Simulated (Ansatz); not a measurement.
H3ISi, SMILES `[SiH3]I`, relaxed with RKS PBE0-D4/def2-TZVP in the Gaussian-basis code of Ansatz from a PBE-D4/def2-SVP geometry. The force threshold is 0.005 eV/Å; the program also tests the step.

Total charge 0; spin multiplicity 1. I: def2 effective core potential.

Start:

```xyz
5

Si    0.165   -0.096    0.072
I    -1.829    1.064   -0.798
H     0.027   -0.242    1.559
H     1.380    0.721   -0.258
H     0.258   -1.447   -0.574
```

| step | energy (eV) | largest force (eV/Å) | largest move (Å) |
| --- | --- | --- | --- |
| 1 | -16025.6238 | 0.329 | 0.000 |
| 2 | -16025.6349 | 0.249 | 0.052 |
| 3 | -16025.6392 | 0.016 | 0.022 |
| 4 (rejected) | -16025.6392 | 0.014 | 0.002 |
| 5 | -16025.6392 | 0.000 | 0.001 |

End:

```xyz
5

Si    0.167   -0.097    0.073
I    -1.806    1.050   -0.788
H     0.024   -0.238    1.540
H     1.362    0.714   -0.256
H     0.252   -1.429   -0.569
```

Hardware: 2 threads of a server CPU on a shared host. Wall time 9.5 s, peak host memory 0.2 GiB.
